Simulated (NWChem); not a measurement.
System: CH8GeSi; SMILES [SiH2]([GeH3])C

NWChem input:

```
start job
memory heap 200 mb stack 900 mb global 1100 mb
geometry units angstroms
  Si    -1.127150    -0.128748     0.835554
  C     -2.469992     0.618084    -0.278233
  Ge     0.931055    -0.070136    -0.276538
  H     -1.483433    -1.512790     1.169747
  H     -1.048642     0.634796     2.086467
  H     -3.441846     0.608285     0.205779
  H     -2.236875     1.649163    -0.531972
  H     -2.557533     0.062831    -1.208789
  H      1.920478    -1.118275     0.140668
  H      1.718087     1.200353    -0.132040
  H      0.870544    -0.247512    -1.767016
end
basis spherical
  * library def2-svp
end
dft
  xc pbe0
  iterations 150
end
driver
  maxiter 120
end
task dft optimize
task dft freq
```

Output (shortened):

```
             Northwest Computational Chemistry Package (NWChem) 7.3.0
             --------------------------------------------------------

 C1  symmetry detected

                             Geometry "geometry" -> ""
                             -------------------------

 Output coordinates in angstroms (scale by  1.889725989 to convert to a.u.)

  No.       Tag          Charge          X              Y              Z
 ---- ---------------- ---------- -------------- -------------- --------------
    1 Si                  14.0000     0.64776128    -1.13438589     0.00014034
    2 C                    6.0000    -0.85646260    -2.29145748     0.00001996
    3 Ge                  32.0000    -0.07857886     1.09020886     0.00004867
    4 H                    1.0000     1.46844943    -1.39964248    -1.18742216
    5 H                    1.0000     1.46841342    -1.39897811     1.18777130
    6 H                    1.0000    -0.55783550    -3.33533753     0.00036106
    7 H                    1.0000    -1.47682149    -2.12427821     0.87697883
    8 H                    1.0000    -1.47642911    -2.12434610    -0.87725942
    9 H                    1.0000     0.87267676     2.08001160    -0.60577090
   10 H                    1.0000    -0.35963876     1.68790089     1.34845918
   11 H                    1.0000    -1.35417353     1.35813370    -0.74675988

 Effective nuclear repulsion energy (a.u.)     255.4503941871

                                Z-matrix (autoz)
                                --------

 Units are Angstrom for bonds and degrees for angles

      Type          Name      I     J     K     L     M      Value
      ----------- --------  ----- ----- ----- ----- ----- ----------
    1 Stretch                  1     2                       1.89776
    2 Stretch                  1     3                       2.34017
    3 Stretch                  1     4                       1.46772
    4 Stretch                  1     5                       1.46763
    5 Stretch                  2     6                       1.08575
    6 Stretch                  2     7                       1.08713
    7 Stretch                  2     8                       1.08715
    8 Stretch                  3     9                       1.50054
    9 Stretch                  3    10                       1.50148
   10 Stretch                  3    11                       1.50221
   11 Bend                     1     2     6               111.60357
   12 Bend                     1     2     7               111.00775
   13 Bend                     1     2     8               110.99832
   14 Bend                     1     3     9               115.48708
   15 Bend                     1     3    10               115.87909
   16 Bend                     1     3    11               115.66577
   17 Bend                     2     1     3               109.48593
   18 Bend                     2     1     4               109.44886
   19 Bend                     2     1     5               109.47185
   20 Bend                     3     1     4               110.20142
   21 Bend                     3     1     5               110.17977
   22 Bend                     4     1     5               108.02957
   23 Bend                     6     2     7               107.73081
   24 Bend                     6     2     8               107.75131
   25 Bend                     7     2     8               107.57124
   26 Bend                     9     3    10               102.63058
   27 Bend                     9     3    11               102.70601
   28 Bend                    10     3    11               102.50417
   29 Torsion                  2     1     3     9        -153.42844
   30 Torsion                  2     1     3    10          86.53877
   31 Torsion                  2     1     3    11         -33.46797
   32 Torsion                  3     1     2     6        -179.98287
   33 Torsion                  3     1     2     7         -59.78760
   34 Torsion                  3     1     2     8          59.80226
   35 Torsion                  4     1     2     6          59.12555
   36 Torsion                  4     1     2     7         179.32082
   37 Torsion                  4     1     2     8         -61.08932
   38 Torsion                  4     1     3     9         -32.99448
   39 Torsion                  4     1     3    10        -153.02727
   40 Torsion                  4     1     3    11          86.96598
   41 Torsion                  5     1     2     6         -59.10358
   42 Torsion                  5     1     2     7          61.09169
   43 Torsion                  5     1     2     8        -179.31845
   44 Torsion                  5     1     3     9          86.12275
   45 Torsion                  5     1     3    10         -33.91005
   46 Torsion                  5     1     3    11        -153.91679

                           NWChem Geometry Optimization
                           ----------------------------

 maximum gradient threshold         (gmax) =   0.000450
 rms gradient threshold             (grms) =   0.000300
 maximum cartesian step threshold   (xmax) =   0.001800
 rms cartesian step threshold       (xrms) =   0.001200
 fixed trust radius                (trust) =   0.300000
 source of zmatrix                         =   autoz

          -------------------
          Energy Minimization
          -------------------

 Using diagonal initial Hessian
 Scaling for Hessian diagonals: bonds = 1.00  angles = 0.25  torsions = 0.10

          --------
          Step   0

                                 NWChem DFT Module
                                 -----------------

 Summary of "ao basis" -> "ao basis" (spherical)
 ------------------------------------------------------------------------------
       Tag                 Description            Shells   Functions and Types
 ---------------- ------------------------------  ------  ---------------------
 Si                         def2-svp                 8       18   4s3p1d
 C                          def2-svp                 6       14   3s2p1d
 Ge                         def2-svp                12       32   5s4p3d
 H                          def2-svp                 3        5   2s1p

            General Information
            -------------------
          SCF calculation type: DFT
          Wavefunction type:  closed shell.
          No. of atoms     :    11
          No. of electrons :    60
           Alpha electrons :    30
            Beta electrons :    30
          Charge           :     0
          Spin multiplicity:     1
          Use of symmetry is: off; symmetry adaption is: off
          Maximum number of iterations: 150
          AO basis - number of functions:   104
                     number of shells:    50
          Convergence on energy requested:  1.00D-06
          Convergence on density requested:  1.00D-05
          Convergence on gradient requested:  5.00D-04

              XC Information
              --------------
                         PBE0 Method XC Functional
                     Hartree-Fock (Exact) Exchange  0.250
          PerdewBurkeErnzerhof Exchange Functional  0.750
            Perdew 1991 LDA Correlation Functional  1.000 local
           PerdewBurkeErnz. Correlation Functional  1.000 non-local

[...]

      ----------------------
      Optimization converged
      ----------------------

  Step       Energy      Delta E   Gmax     Grms     Xrms     Xmax
  ---- ---------------- -------- -------- -------- -------- --------
@   12   -2408.59134993 -8.4D-08  0.00002  0.00001  0.00053  0.00121
                                     ok       ok       ok       ok

                                Z-matrix (autoz)
                                --------

 Units are Angstrom for bonds and degrees for angles

      Type          Name      I     J     K     L     M      Value     Gradient
      ----------- --------  ----- ----- ----- ----- ----- ---------- ----------
    1 Stretch                  1     2                       1.88502    0.00002
    2 Stretch                  1     3                       2.38572   -0.00001
    3 Stretch                  1     4                       1.49769    0.00001
    4 Stretch                  1     5                       1.49770    0.00001
    5 Stretch                  2     6                       1.10093    0.00000
    6 Stretch                  2     7                       1.10063    0.00001
    7 Stretch                  2     8                       1.10063    0.00001
    8 Stretch                  3     9                       1.54050   -0.00001
    9 Stretch                  3    10                       1.54197   -0.00001
   10 Stretch                  3    11                       1.54199   -0.00001
   11 Bend                     1     2     6               110.55761    0.00000
   12 Bend                     1     2     7               110.87428   -0.00000
   13 Bend                     1     2     8               110.87832    0.00000
   14 Bend                     1     3     9               111.27849   -0.00001
   15 Bend                     1     3    10               110.89984    0.00000
   16 Bend                     1     3    11               110.90134    0.00000
   17 Bend                     2     1     3               111.61531    0.00001
   18 Bend                     2     1     4               110.29806   -0.00001
   19 Bend                     2     1     5               110.29332   -0.00001
   20 Bend                     3     1     4               108.47679    0.00000
   21 Bend                     3     1     5               108.47020    0.00000
   22 Bend                     4     1     5               107.57028   -0.00000
   23 Bend                     6     2     7               108.13904    0.00000
   24 Bend                     6     2     8               108.13878   -0.00000
   25 Bend                     7     2     8               108.14710   -0.00000
   26 Bend                     9     3    10               107.97718    0.00000
   27 Bend                     9     3    11               107.97678    0.00000
   28 Bend                    10     3    11               107.66069   -0.00000
   29 Torsion                  2     1     3     9        -179.97282   -0.00000
   30 Torsion                  2     1     3    10          59.81119    0.00000
   31 Torsion                  2     1     3    11         -59.75634   -0.00000
   32 Torsion                  3     1     2     6        -179.97846    0.00000
   33 Torsion                  3     1     2     7         -60.05308    0.00000
   34 Torsion                  3     1     2     8          60.09384   -0.00000
   35 Torsion                  4     1     2     6          59.35632   -0.00000
   36 Torsion                  4     1     2     7         179.28170   -0.00000
   37 Torsion                  4     1     2     8         -60.57138   -0.00001
   38 Torsion                  4     1     3     9         -58.24903   -0.00000
   39 Torsion                  4     1     3    10        -178.46502   -0.00000
   40 Torsion                  4     1     3    11          61.96746   -0.00000
   41 Torsion                  5     1     2     6         -59.32479    0.00000
   42 Torsion                  5     1     2     7          60.60059    0.00001
   43 Torsion                  5     1     2     8        -179.25249    0.00000
   44 Torsion                  5     1     3     9          58.31374    0.00000
   45 Torsion                  5     1     3    10         -61.90225    0.00000
   46 Torsion                  5     1     3    11         178.53022    0.00000

                         Geometry "geometry" -> "geometry"
                         ---------------------------------

 Output coordinates in angstroms (scale by  1.889725989 to convert to a.u.)

[...]

 Rotational Constants
 --------------------
 A=   0.424870 cm-1  (  0.611279 K)
 B=   0.071727 cm-1  (  0.103196 K)
 C=   0.064995 cm-1  (  0.093511 K)

 Temperature                      =   298.15K
 frequency scaling parameter      =   1.0000

 Zero-Point correction to Energy  =   48.212 kcal/mol  (  0.076831 au)
 Thermal correction to Energy     =   52.513 kcal/mol  (  0.083685 au)
 Thermal correction to Enthalpy   =   53.105 kcal/mol  (  0.084629 au)

 Total Entropy                    =   81.516 cal/mol-K
   - Translational                =   40.292 cal/mol-K (mol. weight = 121.9614)
   - Rotational                   =   26.190 cal/mol-K (symmetry #  =        1)
   - Vibrational                  =   15.035 cal/mol-K

 Cv (constant volume heat capacity) =   23.673 cal/mol-K
   - Translational                  =    2.979 cal/mol-K
   - Rotational                     =    2.979 cal/mol-K
   - Vibrational                    =   17.714 cal/mol-K

[normal modes left out]

 ----------------------------------------------------------------------------
 Normal Eigenvalue ||           Projected Infra Red Intensities
  Mode   [cm**-1]  || [atomic units] [(debye/angs)**2] [(KM/mol)] [arbitrary]
 ------ ---------- || -------------- ----------------- ---------- -----------
    1       -0.000 ||    0.000107           0.002         0.104       0.028
    2       -0.000 ||    0.000008           0.000         0.008       0.002
    3        0.000 ||    0.000047           0.001         0.046       0.012
    4        0.000 ||    0.000049           0.001         0.048       0.013
    5        0.000 ||    0.000003           0.000         0.003       0.001
    6        0.000 ||    0.000339           0.008         0.331       0.090
    7       81.405 ||    0.000016           0.000         0.016       0.004
    8      134.822 ||    0.001077           0.025         1.050       0.285
    9      162.988 ||    0.000204           0.005         0.199       0.054
   10      347.173 ||    0.001380           0.032         1.346       0.365
   11      351.108 ||    0.016525           0.381        16.109       4.367
   12      449.579 ||    0.017457           0.403        17.018       4.613
   13      492.825 ||    0.000263           0.006         0.256       0.069
   14      647.132 ||    0.000305           0.007         0.297       0.081
   15      680.868 ||    0.006205           0.143         6.049       1.640
   16      718.136 ||    0.075023           1.731        73.136      19.826
   17      790.428 ||    0.302562           6.980       294.953      79.958
   18      883.240 ||    0.002172           0.050         2.117       0.574
   19      884.200 ||    0.065737           1.517        64.084      17.372
   20      891.126 ||    0.060049           1.385        58.539      15.869
   21      891.398 ||    0.060998           1.407        59.464      16.120
   22      936.228 ||    0.080151           1.849        78.136      21.182
   23     1262.678 ||    0.013824           0.319        13.476       3.653
   24     1431.596 ||    0.002614           0.060         2.548       0.691
   25     1432.218 ||    0.008116           0.187         7.912       2.145
   26     2142.616 ||    0.083389           1.924        81.292      22.037
   27     2146.537 ||    0.104246           2.405       101.624      27.549
   28     2152.793 ||    0.112613           2.598       109.781      29.760
   29     2213.031 ||    0.100135           2.310        97.617      26.463
   30     2216.847 ||    0.128266           2.959       125.040      33.897
   31     3061.414 ||    0.002735           0.063         2.666       0.723
   32     3168.198 ||    0.000821           0.019         0.800       0.217
   33     3170.497 ||    0.001287           0.030         1.255       0.340
 ----------------------------------------------------------------------------
```

Level: PBE0/def2-SVP.
